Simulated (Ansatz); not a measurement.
Born–Oppenheimer molecular dynamics of a periodic cell of 29 atoms, H$_{18}$CO$_{10}$ (contents 8 H2O + 1 HCOOH, density as packed 1.04 g/cm³ with natural masses). It starts from a partly relaxed structure (largest force component 0.59 eV/Å).

These are results of DFT PBE-D3(BJ), scalar-relativistic, plane waves, PAW in Ansatz 0.2.0, not measurements. Settings: accuracy low, cutoff 420 eV, k mesh 1x1x1, fermi-dirac smearing 0.02 eV, no spin polarisation.

| Quantity | Value |
| --- | --- |
| ensemble | NVT, Langevin thermostat |
| time step | 0.75 fs |
| steps asked | 300 |
| set temperature | 350 K |
| friction | 0.02 /fs |
| seed | 979039 |

Frames 1.5 fs apart, positions in Å, forces in eV/Å.

Velocities at 127.5 fs (Å/ps):

```
O -1.27 -0.91 -1.03
H 1.95 5.54 14.29
H 9.87 9.30 -4.66
O -5.70 -2.55 -2.62
H -20.05 -23.63 3.79
H 3.71 5.65 1.65
O 6.53 -1.97 1.35
H -10.81 -3.30 22.44
H 23.75 -5.39 -20.14
O 6.37 4.79 -0.62
H 22.01 2.82 7.04
H 12.94 20.74 -6.42
O -2.26 2.03 6.12
H 8.28 -5.88 3.80
H 23.95 -24.30 -1.13
O -4.62 6.94 -2.60
H -0.21 28.12 -8.70
H -19.68 -17.35 -23.82
O 2.37 5.34 -4.87
H 39.30 14.58 18.14
H -0.58 -4.20 11.92
O 0.72 5.59 -4.11
H -41.41 -14.59 -15.04
H -8.47 7.41 28.65
O 0.72 -4.46 0.95
C -1.33 -2.48 -1.72
O -1.89 -2.60 -0.47
H 9.11 -3.13 -0.57
H -10.18 -19.68 -4.91
```

```xyz
29
Lattice="6.7166 0.0000 0.0000 0.0000 6.7166 0.0000 0.0000 0.0000 6.7166" Properties=species:S:1:pos:R:3:forces:R:3 time_fs=127.5 energy_less_start_eV=0.792 T=285
O 3.108 0.107 2.907 -1.96 0.45 -1.01
H 2.565 0.612 2.237 0.04 -0.87 0.81
H 3.882 0.666 2.824 1.84 0.37 0.28
O 3.352 4.098 6.358 -0.33 0.86 0.44
H 4.144 4.270 5.844 0.50 0.21 -0.17
H 3.024 3.236 6.088 0.00 -0.99 -0.46
O 6.577 4.279 0.719 -1.22 -0.33 -1.22
H 7.454 4.520 1.017 0.96 0.40 0.29
H 6.405 4.729 -0.152 0.26 -0.07 0.94
O 5.439 6.553 5.702 -1.08 -0.31 1.59
H 5.825 7.171 6.395 0.40 -0.19 -0.85
H 5.793 6.755 4.846 0.64 0.51 -0.86
O 1.219 2.473 3.251 0.09 0.04 -0.39
H 1.823 3.167 2.805 -0.30 0.03 0.23
H 0.903 1.944 2.474 -0.29 0.28 0.37
O 0.300 1.526 0.439 1.65 0.65 -0.96
H 0.038 2.485 0.378 -0.24 -0.02 0.41
H 1.164 1.570 -0.109 -1.19 -0.56 0.82
O 2.495 4.357 2.070 -0.09 -0.49 -1.11
H 2.689 5.215 2.481 0.40 0.53 0.19
H 2.947 4.344 1.150 -0.14 -0.02 0.78
O 2.891 1.506 5.627 0.67 -1.76 -0.97
H 2.496 1.130 4.794 -0.13 0.74 0.34
H 3.712 0.899 5.613 -0.68 0.76 0.70
O 5.732 3.644 4.168 0.57 -3.01 -1.77
C 4.933 2.671 3.619 -0.82 2.46 0.34
O 5.282 1.692 2.978 0.23 -0.04 0.37
H 6.665 3.218 3.778 -0.14 0.82 0.74
H 3.859 2.990 3.712 0.37 -0.43 0.10
29
Lattice="6.7166 0.0000 0.0000 0.0000 6.7166 0.0000 0.0000 0.0000 6.7166" Properties=species:S:1:pos:R:3:forces:R:3 time_fs=129.0 energy_less_start_eV=0.685 T=322
O 3.107 0.105 2.907 -0.37 0.92 -0.60
H 2.567 0.611 2.260 -0.27 -0.57 0.31
H 3.916 0.678 2.820 0.61 -0.46 0.39
O 3.344 4.094 6.354 -0.83 0.69 0.68
H 4.125 4.237 5.842 1.16 0.43 -0.54
H 3.024 3.229 6.089 -0.15 -1.03 -0.38
O 6.586 4.274 0.719 -0.99 -0.20 -1.42
H 7.453 4.523 1.058 0.70 0.33 0.14
H 6.442 4.714 -0.171 0.29 -0.15 1.25
O 5.448 6.561 5.701 -0.33 0.11 0.43
H 5.858 7.173 6.392 0.23 -0.25 -0.83
H 5.822 6.793 4.831 0.04 0.14 0.31
O 1.216 2.476 3.258 0.12 -0.27 -0.64
H 1.834 3.152 2.810 -0.27 0.15 0.21
H 0.935 1.911 2.482 -0.32 0.55 0.63
O 0.293 1.536 0.435 0.95 1.23 -0.79
H 0.041 2.524 0.367 0.03 -0.77 0.49
H 1.119 1.535 -0.142 -0.70 -0.34 0.67
O 2.499 4.364 2.062 -0.19 0.77 0.52
H 2.750 5.238 2.511 0.00 -0.75 -0.58
H 2.949 4.337 1.174 0.24 0.02 0.00
O 2.892 1.513 5.620 -0.84 -1.44 -1.69
H 2.443 1.121 4.779 0.80 1.05 1.36
H 3.689 0.923 5.660 -0.05 0.11 0.34
O 5.732 3.634 4.168 0.49 -2.87 -1.73
C 4.930 2.671 3.615 -0.62 2.22 0.38
O 5.281 1.688 2.979 0.24 -0.11 0.29
H 6.680 3.219 3.789 -0.35 0.71 0.65
H 3.850 2.958 3.706 0.37 -0.22 0.16
29
Lattice="6.7166 0.0000 0.0000 0.0000 6.7166 0.0000 0.0000 0.0000 6.7166" Properties=species:S:1:pos:R:3:forces:R:3 time_fs=130.5 energy_less_start_eV=0.614 T=340
O 3.107 0.102 2.907 1.07 0.90 -0.03
H 2.559 0.595 2.285 -0.56 -0.10 -0.26
H 3.961 0.675 2.820 -0.48 -0.94 0.39
O 3.335 4.092 6.348 -0.48 0.02 0.01
H 4.129 4.216 5.827 0.63 0.37 -0.16
H 3.022 3.204 6.084 0.06 -0.28 -0.10
O 6.593 4.266 0.719 0.17 -0.22 -0.33
H 7.467 4.532 1.101 -0.30 -0.01 -0.30
H 6.483 4.690 -0.163 0.16 0.20 0.61
O 5.458 6.570 5.701 0.21 0.30 -0.92
H 5.893 7.167 6.374 0.18 -0.02 -0.34
H 5.858 6.836 4.821 -0.54 -0.29 1.20
O 1.213 2.478 3.265 0.29 -0.32 -0.59
H 1.847 3.139 2.818 -0.28 0.17 0.17
H 0.955 1.887 2.502 -0.38 0.65 0.62
O 0.284 1.546 0.427 0.08 1.10 -0.16
H 0.052 2.542 0.372 0.08 -0.79 0.44
H 1.063 1.496 -0.165 0.19 -0.17 0.14
O 2.504 4.370 2.055 -0.44 1.28 1.87
H 2.807 5.238 2.538 -0.31 -1.16 -0.97
H 2.957 4.334 1.198 0.69 -0.01 -0.92
O 2.893 1.516 5.612 -2.09 -0.32 -1.45
H 2.409 1.133 4.794 1.08 0.85 1.22
H 3.662 0.951 5.704 0.96 -0.82 0.17
O 5.731 3.618 4.167 0.33 -2.40 -1.52
C 4.923 2.674 3.609 0.14 1.47 0.24
O 5.281 1.682 2.979 0.14 0.02 0.32
H 6.693 3.238 3.815 -0.54 0.45 0.44
H 3.853 2.921 3.704 -0.06 0.09 0.23
29
Lattice="6.7166 0.0000 0.0000 0.0000 6.7166 0.0000 0.0000 0.0000 6.7166" Properties=species:S:1:pos:R:3:forces:R:3 time_fs=132.0 energy_less_start_eV=0.589 T=342
O 3.109 0.100 2.906 1.60 0.75 0.18
H 2.538 0.582 2.304 -0.44 0.05 -0.38
H 3.996 0.653 2.815 -1.07 -0.92 0.31
O 3.325 4.090 6.341 0.11 -0.62 -0.75
H 4.139 4.199 5.811 -0.14 0.29 0.36
H 3.022 3.175 6.077 0.24 0.44 0.14
O 6.599 4.260 0.719 1.00 -0.51 1.20
H 7.478 4.534 1.138 -0.92 -0.26 -0.61
H 6.528 4.671 -0.141 0.00 0.74 -0.58
O 5.469 6.579 5.699 0.17 0.13 -1.38
H 5.923 7.163 6.347 0.24 0.31 0.36
H 5.879 6.875 4.835 -0.67 -0.46 0.99
O 1.212 2.480 3.272 0.43 -0.15 -0.12
H 1.853 3.126 2.830 -0.18 0.26 0.07
H 0.972 1.875 2.530 -0.54 0.42 0.27
O 0.275 1.556 0.417 -0.65 0.75 0.56
H 0.064 2.551 0.398 0.13 -0.59 0.23
H 1.014 1.452 -0.184 0.93 0.01 -0.39
O 2.507 4.377 2.049 -0.50 1.05 2.08
H 2.858 5.206 2.557 -0.47 -0.87 -0.98
H 2.975 4.330 1.207 0.77 -0.05 -1.14
O 2.890 1.518 5.601 -1.60 0.50 -0.18
H 2.393 1.154 4.833 0.63 0.19 0.07
H 3.654 0.962 5.745 0.98 -0.99 0.01
O 5.729 3.598 4.164 0.17 -1.65 -1.11
C 4.916 2.679 3.605 0.94 0.43 -0.09
O 5.280 1.678 2.977 -0.01 0.33 0.43
H 6.700 3.263 3.850 -0.64 0.12 0.18
H 3.858 2.892 3.714 -0.53 0.34 0.27
29
Lattice="6.7166 0.0000 0.0000 0.0000 6.7166 0.0000 0.0000 0.0000 6.7166" Properties=species:S:1:pos:R:3:forces:R:3 time_fs=133.5 energy_less_start_eV=0.593 T=335
O 3.115 0.099 2.904 1.47 0.38 0.33
H 2.509 0.559 2.317 -0.16 0.12 -0.35
H 4.012 0.618 2.817 -1.21 -0.57 0.13
O 3.317 4.086 6.333 0.38 -0.97 -1.02
H 4.145 4.192 5.808 -0.46 0.27 0.58
H 3.029 3.150 6.070 0.29 0.82 0.27
O 6.603 4.250 0.721 1.04 -0.59 1.69
H 7.469 4.533 1.161 -0.88 -0.31 -0.58
H 6.571 4.665 -0.130 -0.07 0.90 -1.06
O 5.479 6.587 5.694 -0.12 -0.07 -0.74
H 5.959 7.162 6.322 0.15 0.41 0.88
H 5.881 6.921 4.867 -0.41 -0.34 -0.15
O 1.212 2.482 3.280 0.71 0.24 0.37
H 1.863 3.117 2.840 -0.19 0.25 0.05
H 0.978 1.876 2.558 -0.69 0.01 -0.20
O 0.265 1.567 0.407 -0.48 -0.19 0.61
H 0.072 2.545 0.430 0.13 0.05 -0.02
H 0.990 1.413 -0.203 0.83 0.30 -0.26
O 2.508 4.386 2.048 -0.04 0.29 0.65
H 2.894 5.159 2.562 -0.35 -0.17 -0.55
H 3.013 4.333 1.194 0.09 -0.08 -0.22
O 2.884 1.520 5.592 0.41 0.80 1.84
H 2.391 1.180 4.865 -0.29 -0.72 -1.57
H 3.664 0.961 5.789 -0.06 -0.40 -0.39
O 5.728 3.577 4.157 -0.27 -0.65 -0.49
C 4.910 2.684 3.602 1.12 -0.47 -0.38
O 5.276 1.675 2.979 -0.06 0.52 0.46
H 6.693 3.292 3.886 -0.32 -0.27 -0.14
H 3.851 2.875 3.725 -0.56 0.46 0.26
29
Lattice="6.7166 0.0000 0.0000 0.0000 6.7166 0.0000 0.0000 0.0000 6.7166" Properties=species:S:1:pos:R:3:forces:R:3 time_fs=135.0 energy_less_start_eV=0.721 T=280
O 3.122 0.100 2.901 0.19 -0.21 0.32
H 2.479 0.542 2.325 0.37 0.01 -0.08
H 4.001 0.573 2.828 -0.50 0.15 -0.14
O 3.309 4.081 6.323 0.25 -0.77 -0.68
H 4.141 4.189 5.820 -0.12 0.37 0.37
H 3.049 3.142 6.069 0.07 0.55 0.22
O 6.609 4.239 0.722 0.37 -0.39 0.80
H 7.439 4.533 1.176 -0.18 -0.14 -0.17
H 6.614 4.668 -0.135 -0.12 0.57 -0.55
O 5.490 6.597 5.688 -0.13 -0.02 0.42
H 5.998 7.168 6.317 -0.25 0.10 0.78
H 5.879 6.963 4.893 -0.10 -0.06 -1.18
O 1.215 2.484 3.288 0.83 0.40 0.65
H 1.872 3.113 2.852 -0.19 0.22 -0.01
H 0.971 1.881 2.577 -0.73 -0.19 -0.46
O 0.256 1.576 0.400 0.17 -1.12 0.15
H 0.080 2.543 0.464 0.16 0.52 -0.22
H 0.986 1.381 -0.221 0.23 0.71 0.33
O 2.507 4.394 2.050 0.26 -0.88 -1.23
H 2.924 5.106 2.556 0.11 0.92 0.31
H 3.055 4.333 1.176 -0.74 -0.10 0.74
O 2.879 1.522 5.583 1.62 0.52 2.73
H 2.378 1.200 4.865 -0.44 -1.01 -1.98
H 3.680 0.954 5.824 -1.08 0.17 -0.87
O 5.727 3.557 4.151 -1.02 0.37 0.20
C 4.906 2.687 3.599 0.64 -1.16 -0.58
O 5.271 1.673 2.981 -0.05 0.62 0.42
H 6.672 3.309 3.915 0.50 -0.63 -0.46
H 3.834 2.863 3.738 -0.11 0.47 0.19
29
Lattice="6.7166 0.0000 0.0000 0.0000 6.7166 0.0000 0.0000 0.0000 6.7166" Properties=species:S:1:pos:R:3:forces:R:3 time_fs=136.5 energy_less_start_eV=0.854 T=237
O 3.125 0.099 2.896 -1.29 -1.06 0.51
H 2.459 0.527 2.336 0.53 0.06 -0.08
H 3.977 0.541 2.833 0.79 0.99 -0.35
O 3.300 4.078 6.314 0.10 -0.10 -0.16
H 4.136 4.197 5.842 0.29 0.44 0.10
H 3.070 3.148 6.076 -0.19 -0.16 0.02
O 6.616 4.228 0.725 -0.33 -0.04 -0.67
H 7.409 4.536 1.186 0.63 0.10 0.40
H 6.660 4.679 -0.145 -0.27 -0.02 0.35
O 5.502 6.609 5.682 0.19 0.19 0.80
H 6.029 7.171 6.330 -0.62 -0.16 0.39
H 5.875 7.005 4.894 -0.12 -0.03 -1.17
O 1.220 2.489 3.295 0.72 0.17 0.61
H 1.884 3.109 2.865 -0.19 0.21 -0.12
H 0.945 1.886 2.589 -0.59 -0.02 -0.34
O 0.248 1.580 0.393 0.54 -1.23 -0.11
H 0.092 2.553 0.500 0.26 0.32 -0.41
H 0.986 1.359 -0.234 -0.17 1.02 0.74
O 2.508 4.399 2.053 0.11 -1.64 -2.09
H 2.950 5.068 2.553 0.55 1.66 0.96
H 3.076 4.327 1.178 -1.05 -0.11 0.92
O 2.876 1.524 5.576 0.51 -0.13 1.25
H 2.352 1.196 4.825 0.74 -0.33 -0.37
H 3.672 0.957 5.835 -1.13 0.13 -0.98
O 5.729 3.541 4.146 -1.39 1.00 0.59
C 4.904 2.687 3.596 0.08 -1.36 -0.51
O 5.269 1.674 2.984 -0.05 0.47 0.24
H 6.666 3.308 3.927 0.92 -0.79 -0.61
H 3.813 2.858 3.750 0.42 0.43 0.08
```

Of the whole run (225 fs, mean temperature of the second half 294 K): The mean temperature of the second half is 16 % below the set value. A run of 0.23 ps of so small a system gives no equilibrium averages. Limits of this set-up: coarse k mesh, low accuracy level.

Run time: 8.9 min on 1 CPU thread of a shared host.
